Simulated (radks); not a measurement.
The numbers below are computed, except where a source is named.
Nd+, configuration [Xe] 4f4 5d1 (not the ground configuration). Code: a radial shooting solver on a logarithmic mesh with Libxc functionals. Model: scalar-relativistic Kohn-Sham, BLYP, spin-polarised, spherical densities, finite nucleus; open shells are filled with parallel spins first (spin-orbit coupling, left out, can overturn this in heavy ions); Fermi nuclear charge, rms radius 4.9123 fm.

X-ray form factor f0, the Fourier transform of the density (f0(0) = 59):

sin(theta)/lambda (1/angstrom)  f0 (electrons)
0.05                                    58.039
0.1                                     55.534
0.15                                    52.212
0.2                                     48.656
0.25                                    45.220
0.3                                     42.077
0.4                                     36.789
0.5                                     32.542
0.6                                     28.972
0.8                                     23.339
1                                       19.508
1.25                                    16.471
1.5                                     14.265
2                                       10.440
